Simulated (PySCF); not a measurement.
# Magnetisability: (NaCCH)3 ring

Cartesian coordinates in Å; atom numbers follow the order of the lines, from 1:
```xyz
12

Na   -0.5080   -1.9459   -0.5272
C    -0.5251   -1.6936    1.7450
C    -0.7333   -1.8477    2.9297
Na    0.2133    0.5021    2.0177
C     0.8004    2.2527    0.6683
C     1.0474    3.3672    0.2588
Na    0.6210    1.3305   -1.4696
C    -0.0403   -0.6477   -2.4049
C    -0.4425   -1.4736   -3.1966
H    -0.9564   -2.1310    3.9331
H     1.2767    4.3862    0.0470
H    -0.7532   -2.0993   -4.0013
```

Computed, not measured: PySCF, GIAO OPBE/def2-SVP magnetisability, rotational g tensor and spin-rotation constants, non-relativistic, gas phase. Geometry: GFN2-xTB.

Task: What are the magnetisability and the molar susceptibility?

Result: Isotropic -1371 × 10⁻³⁰ J/T², or -82.6 × 10⁻⁶ cm³/mol; principal values -1441, -1438, -1234 × 10⁻³⁰ J/T², anisotropy 205 × 10⁻³⁰ J/T² (root of half the summed squared differences of the principal values). The susceptibility is in cgs units.

Task: Split it along the inertial axes a, b, c into diamagnetic and paramagnetic parts about the centre of mass, with the quadrupole moment.

Result: 
| axis | χ (10⁻⁶ cm³/mol) | diamagnetic (10⁻⁶ cm³/mol) | paramagnetic (10⁻⁶ cm³/mol) | summed x² of all electrons (Å²) | quadrupole Θ (D Å) |
| --- | --- | --- | --- | --- | --- |
| a | -86.8 | -1241.2 | 1154.4 | 282.6 | +3.17 |
| b | -86.6 | -1250.4 | 1163.8 | 280.4 | +2.88 |
| c | -74.3 | -2388.8 | 2314.4 | 12.1 | -6.05 |

Anisotropies 2χaa − χbb − χcc = -12.6 and 2χbb − χaa − χcc = -12.1 × 10⁻⁶ cm³/mol. Θ is traceless in Buckingham's convention.

Task: And the rotational g tensor?

Result: 
| axis | rotational constant (GHz) | g | nuclear part | electronic part |
| --- | --- | --- | --- | --- |
| a | 0.9790 | -0.0032 | 0.5278 | -0.5310 |
| b | 0.9711 | -0.0032 | 0.5278 | -0.5309 |
| c | 0.4882 | -0.0032 | 0.5277 | -0.5309 |

Asymmetric top; isotopes 12C, 1H, 23Na; no vibrational averaging.
